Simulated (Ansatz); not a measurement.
F6GeSi (`F[Si](F)(F)[Ge]([F])([F])[F]`). Total charge 0; spin multiplicity 1. The geometry is a stationary point of PBE0-D4/def2-TZVP. It is one conformer, not always the lowest.

```xyz
8

F    -1.797    1.434    0.101
Si   -0.247    1.207    0.139
F     0.319    1.702    1.515
F     0.427    2.017   -1.022
Ge    0.227   -1.110   -0.128
F    -0.364   -1.736   -1.607
F     1.905   -1.445   -0.104
F    -0.469   -2.069    1.107
```

(1) What is the dipole moment at B3LYP/def2-TZVPP? (Best estimate.)

(2) And with PBE, r2SCAN, ωB97M-V? (An estimate is asked.)

(3) Give the Mulliken charges with B3LYP, r2SCAN, ωB97M-V in def2-TZVPP. (Best estimate.)

Answers

(1) Ansatz gave: 1.91 D, with components (-0.38, 1.85, 0.21) D in this frame, pointing from negative to positive charge.

(2) Computed: PBE 1.84 D, r2SCAN 1.90 D, ωB97M-V 1.93 D.

(3) Ansatz gave: 
| atom | B3LYP | r2SCAN | ωB97M-V |
| --- | --- | --- | --- |
| F1 | -0.26 | -0.26 | -0.25 |
| Si2 | 0.83 | 0.82 | 0.82 |
| F3 | -0.26 | -0.26 | -0.25 |
| F4 | -0.26 | -0.26 | -0.25 |
| Ge5 | 0.96 | 0.96 | 0.93 |
| F6 | -0.34 | -0.33 | -0.33 |
| F7 | -0.34 | -0.33 | -0.33 |
| F8 | -0.34 | -0.33 | -0.33 |

B3LYP here is the variant with VWN-RPA as its local correlation; programs differ in this.
